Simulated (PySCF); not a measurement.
# Induced dipoles and field energies

C3H11FSi3.
Geometry (GFN2-xTB, Å), atoms numbered from 1 in this order:
```
atom  x, y, z in Å
C1     2.271    0.570   -0.028
Si2    1.876   -1.148   -0.741
Si3   -0.417   -1.471   -0.798
C4    -1.285    0.034   -0.025
Si5   -2.134    1.351   -1.066
C6    -1.243    0.181    1.287
F7    -0.617   -0.717    2.090
H8     1.815    1.358   -0.622
H9     1.891    0.664    0.986
H10    3.341    0.759    0.005
H11    2.582   -2.152    0.069
H12    2.477   -1.223   -2.084
H13   -0.884   -2.654   -0.063
H14   -0.986   -1.586   -2.151
H15   -2.626    2.431   -0.207
H16   -3.248    0.744   -1.795
H17   -1.151    1.887   -2.013
H18   -1.671    0.980    1.879
```

Level: CAM-B3LYP/def2-SVPD (PySCF); nuclei fixed, core orbitals frozen in the response. Permanent dipole (-0.280, 1.328, -0.190) D (1 au = 2.5417 D). Static polarisability (au):

```
x   124.81  -9.29   1.10
y    -9.29 115.68   2.56
z     1.10   2.56 115.46
```

Only the terms in μ and α are kept: μ(F) = μ + αF and ΔE = −μ·F − ½ F·αF.

Question: A field of 0.008 au (0.411 V/Å) is applied along each axis in both senses. Find the induced dipole, the size of the total dipole and the two energy terms.

Answer: 
```json
{"field along": "+x", "induced x (D)": "2.538", "induced y (D)": "-0.189", "induced z (D)": "0.022", "total size (D)": "2.534", "−μ·F (kJ/mol)": "+2.314", "−½F·αF (kJ/mol)": "-10.486"}
{"field along": "−x", "induced x (D)": "-2.538", "induced y (D)": "0.189", "induced z (D)": "-0.022", "total size (D)": "3.207", "−μ·F (kJ/mol)": "-2.314", "−½F·αF (kJ/mol)": "-10.486"}
{"field along": "+y", "induced x (D)": "-0.189", "induced y (D)": "2.352", "induced z (D)": "0.052", "total size (D)": "3.713", "−μ·F (kJ/mol)": "-10.974", "−½F·αF (kJ/mol)": "-9.719"}
{"field along": "−y", "induced x (D)": "0.189", "induced y (D)": "-2.352", "induced z (D)": "-0.052", "total size (D)": "1.056", "−μ·F (kJ/mol)": "+10.974", "−½F·αF (kJ/mol)": "-9.719"}
{"field along": "+z", "induced x (D)": "0.022", "induced y (D)": "0.052", "induced z (D)": "2.348", "total size (D)": "2.574", "−μ·F (kJ/mol)": "+1.570", "−½F·αF (kJ/mol)": "-9.700"}
{"field along": "−z", "induced x (D)": "-0.022", "induced y (D)": "-0.052", "induced z (D)": "-2.348", "total size (D)": "2.857", "−μ·F (kJ/mol)": "-1.570", "−½F·αF (kJ/mol)": "-9.700"}
```

Question: For the field (0.0064, -0.0008, 0.0024) au, what is the induced dipole, and what angle does it make with the field?

Answer: αF = (2.056, -0.371, 0.717) D, at 3.3° to the field. The polarisability along this direction, F·αF/F², is 126.06 au, against a mean of 118.65 au.

Question: At what field along the permanent dipole would the induced dipole along it equal the permanent one, in this linear picture?

Answer: The polarisability along the dipole is 119.11 au, so F = 0.5392 au / 119.11 au = 0.0045 au = 0.23 V/Å; higher-order terms are ignored.

Question: What field makes μF equal to kT at 298 K?

Answer: kT = 0.9437 × 10⁻³ Eh, so F = 0.00175 au = 9 MV/cm.

Question: A unit point charge sits 15 Å away. Estimate the induction energy −αe²/2R⁴ with the mean polarisability, treating the molecule as a point.

Answer: R = 28.35 bohr, so the energy is −118.6/(2 × 28.35⁴) Eh = -0.241 kJ/mol. The charge–dipole term at its most favourable orientation, −μe/R², is -1.76 kJ/mol.

Isolated species at its GFN2-xTB geometry (one conformer only).

The run behind these numbers computed excited states as well. On an Arm Neoverse V1 with one thread (shared host), this took 82 s wall (with the writing of density and orbital grids) and 1.2 GiB of memory at its peak.
